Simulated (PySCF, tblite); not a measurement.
Species: C₅H₁₃FN₂Si₂.
SMILES with atom numbers: `[CH3:1][NH:2][CH2:3][C@@H:4]([SiH3:5])[Si@@H:6]([F:7])[CH2:8][C:9]#[N:10]` (hydrogens: H11, H12, H13 on C1; H14 on N2; H15, H16 on C3; H17 on C4; H18, H19, H20 on Si5; H21 on Si6; H22, H23 on C8)

Cartesian coordinates in Å at the GFN2-xTB level; atoms count from 1:
```
atom  x, y, z in Å
C1    -3.105   -0.239   -0.227
N2    -1.816    0.227   -0.697
C3    -0.673   -0.371   -0.032
C4     0.515    0.526   -0.365
Si5   -0.260    2.282   -0.397
Si6    1.984    0.283    0.783
F7     1.536    0.614    2.305
C8     2.497   -1.568    0.884
C9     2.338   -2.223   -0.374
N10    2.189   -2.722   -1.393
H11   -3.214    0.036    0.823
H12   -3.891    0.252   -0.797
H13   -3.228   -1.327   -0.317
H14   -1.737    0.066   -1.697
H15   -0.506   -1.422   -0.317
H16   -0.872   -0.339    1.044
H17    0.843    0.296   -1.383
H18    0.873    3.218   -0.267
H19   -1.133    2.481    0.752
H20   -0.896    2.575   -1.678
H21    3.142    1.126    0.538
H22    1.872   -2.076    1.620
H23    3.536   -1.668    1.200
```

Theory: PBE0/pcSseg-1 in PySCF (dipole) on a GFN2-xTB geometry, gas phase.

Masses are those of the commonest isotopes; rigid-rotor values at the optimised geometry. The values belong to one conformer with, in the numbering `[CH3:1][NH:2][CH2:3][C@@H:4]([SiH3:5])[Si@@H:6]([F:7])[CH2:8][C:9]#[N:10]`, C1–N2–C3–C4 -164°, N2–C3–C4–Si5 35°, C3–C4–Si6–F7 -60°, C4–Si6–C8–C9 36°.

(1) What are A, B and C (MHz)?

(2) Classify the top.

(3) What does the inertial defect say?

(4) Give the other two planar moments, Paa and Pbb, and the rms extents of the mass along the axes.

(5) Which types of transition are allowed, and where do some lines up to J = 3 fall?

(6) Estimate the classical rotational partition function at 10 K, 25 K and 200 K.

## Answers

(1) Ia = 450.66, Ib = 790.97, Ic = 1005.88 u·Å²; 505379 MHz·u·Å²/I gives A = 1121, B = 638.9, C = 502.4 MHz.

(2) An asymmetric top. Ray's parameter κ = (2B − A − C)/(A − C) = -0.559; −1 is the prolate and +1 the oblate limit.

(3) Not planar: Δ = Ic − Ia − Ib = -235.75 u·Å². For a rigid frame Δ = −2 Σ m c², so Σ m c² = 117.87 u·Å² lies off the ab plane: 21.96 from hydrogen and 95.91 from heavier atoms. The atom farthest from that plane is 1.95 Å away.

(4) Paa = Σ m a² = (Ib + Ic − Ia)/2 = 673.10 and Pbb = Σ m b² = (Ia + Ic − Ib)/2 = 332.78 u·Å². With the mass M = 176.06 u, the rms extents √(P/M) along a, b and c are 1.96, 1.37, 0.82 Å.

(5) The dipole components are |μa| = 0.75 D, |μb| = 0.18 D, |μc| = 1.48 D. The squared components, which scale the intensities, stand as 0.26 : 0.02 : 1.00 (a : b : c). Some lines, for components of 0.1 D or more:

```tsv
type	branch	J(Ka,Kc)	MHz	lower level (cm⁻¹)
c	Q	2(1,2) ← 2(0,2)	371	0.113
b	Q	1(1,0) ← 1(0,1)	619	0.038
b	Q	2(1,1) ← 2(0,2)	781	0.113
a	Q	3(1,2) ← 3(1,3)	816	0.233
b	Q	3(1,2) ← 3(0,3)	1063	0.224
c	Q	3(2,2) ← 3(1,2)	1260	0.260
b	Q	3(2,1) ← 3(1,2)	1380	0.260
c	Q	2(2,1) ← 2(1,1)	1447	0.139
b	Q	2(2,0) ← 2(1,1)	1473	0.139
b	R	1(1,1) ← 0(0,0)	1624	0.000
b	R	2(0,2) ← 1(1,1)	1775	0.054
b	Q	3(2,2) ← 3(1,3)	2076	0.233
a	R	2(1,2) ← 1(1,1)	2146	0.054
a	R	2(1,1) ← 1(1,0)	2419	0.059
b	R	2(1,2) ← 1(0,1)	2629	0.038
c	Q	3(3,1) ← 3(2,1)	2648	0.306
b	Q	3(3,0) ← 3(2,1)	2651	0.306
c	R	2(1,1) ← 1(0,1)	3038	0.038
a	R	3(1,3) ← 2(1,2)	3205	0.126
a	R	3(2,2) ← 2(2,1)	3424	0.188
a	R	3(2,1) ← 2(2,0)	3519	0.189
b	R	2(2,1) ← 1(1,0)	3867	0.059
c	R	2(2,0) ← 1(1,0)	3892	0.059
b	R	2(2,0) ← 1(1,1)	4028	0.054
c	R	3(1,2) ← 2(0,2)	4392	0.113
c	R	3(2,2) ← 2(1,2)	5281	0.126
c	R	3(3,1) ← 2(2,1)	6192	0.188
b	R	3(3,0) ← 2(2,1)	6195	0.188
```

(6) Point group C1, symmetry number σ = 1; q = (√π/σ)·√((kT/h)³/(ABC)), k/h = 20836.6 MHz/K: 8890 at 10 K, 35100 at 25 K, 795000 at 200 K.

Its GFN2-xTB frequencies are all real (lowest 24 cm⁻¹). These are rigid-rotor constants of the computed structure; measured ground-state constants (B0) also hold zero-point vibration. A rigid rotor knows nothing of inversion at nitrogen or internal rotation, which can split or shift real lines. Quadrupole hyperfine structure (14N) is left out.
